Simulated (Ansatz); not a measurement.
Cost and result for the atomization energy of C2H8BSb (`BC[CH2][SbH2]`) (12 atoms, 11 bonds).

Cartesian coordinates in Å:
```
B -1.5517 0.3511 -1.0566
C -0.4418 -0.5226 -0.4194
C 0.2717 0.6263 0.3252
Sb 2.0252 0.0338 1.4722
H -1.3585 0.9103 -2.0991
H -2.5572 0.5910 -0.4498
H 0.2511 -0.9916 -1.1195
H -0.7817 -1.2692 0.2998
H -0.3865 1.1185 1.0477
H 0.6311 1.3999 -0.3605
H 2.6560 -0.9234 0.2026
H 1.2424 -1.3241 2.1575
```

Total charge 0; spin multiplicity 1. Correlated methods include outer-core shells of Sb, which these sets cover unevenly. Sb takes the def2 core potential. The structure was optimised at the PBE0-D4/def2-TZVP level. It is one conformer, not always the lowest. Program: Ansatz. All runs use 4 threads of an Arm Neoverse V1 on a shared host. Times are those of one run each, without the atoms' runs, and a repeat can differ threefold. Electronic energies, without spin–orbit coupling; frozen cores. CCSD(T)/CBS adds CCSD(T) − MP2 in def2-TZVPP to the MP2 limit, and its time is that of the two runs behind it. T1 = 0.013. With those shells the extrapolation isn't a true limit. HSE06 is the plane-wave form, built on full-range PBE exchange.

CCSD(T)/CBS is a level of theory with its own doubt, some kJ/mol a heavy atom from the limit and from the frozen cores, so smaller differences don't rank the functionals.

```
                             level  functions  wall time  atomization (kcal/mol)  difference from CCSD(T)/CBS  per bond
            LDA (SPW92)/def2-TZVPP        255      1.4 s                  1086.2                        128.5      11.7
              revPBE-D4/def2-TZVPP        255      2.2 s                   952.2                         -5.5      -0.5
                BLYP-D4/def2-TZVPP        255      2.4 s                   958.9                          1.2       0.1
   PBE-D4/def2-TZVPP (with forces)        255      2.8 s                   971.1                         13.4       1.2
               HSE06-D4/def2-TZVPP        255      3.3 s                   960.6                          2.9       0.3
           CAM-B3LYP-D4/def2-TZVPP        255      3.7 s                   965.2                          7.5       0.7
r2SCAN-D4/def2-TZVPP (with forces)        255      5.5 s                   960.0                          2.3       0.2
                 B2PLYP/def2-TZVPP        255      6.5 s                   949.1                         -8.6      -0.8
                  CCSD(T)/def2-SVP        108        8 s                   906.6                        -51.1      -4.6
                 B97M-V/def2-TZVPP        255       11 s                   966.8                          9.1       0.8
                    MP2/def2-QZVPP        493       25 s                   948.2                         -9.5      -0.9
                CCSD(T)/def2-TZVPP        255      4 min                   936.0                        -21.7      -2.0
                 CCSD(T)/CBS(def2)          –    4.4 min                   957.7                          0.0       0.0
```

From BLYP to BHLYP (50 % exact exchange), in def2-TZVPP and without D4, the atomization energy moves by −9.2 kcal/mol: exact exchange takes away binding that semilocal exchange gives to molecules. The D4 term adds +9.5 kcal/mol with B3LYP and +5.0 kcal/mol with PBE0; it sums over pairs of atoms, weighted by their polarisabilities, and B3LYP, whose exchange is more repulsive, gets the larger term. In def2-TZVPP, CCSD(T) changes the Hartree–Fock value by +224.1 kcal/mol (the triples alone add +11.8 kcal/mol) and MP2 by +223.5 kcal/mol; breaking electron pairs costs correlation energy, which Hartree–Fock lacks.

B3LYP here is the variant with VWN-RPA as its local correlation; programs differ in this.
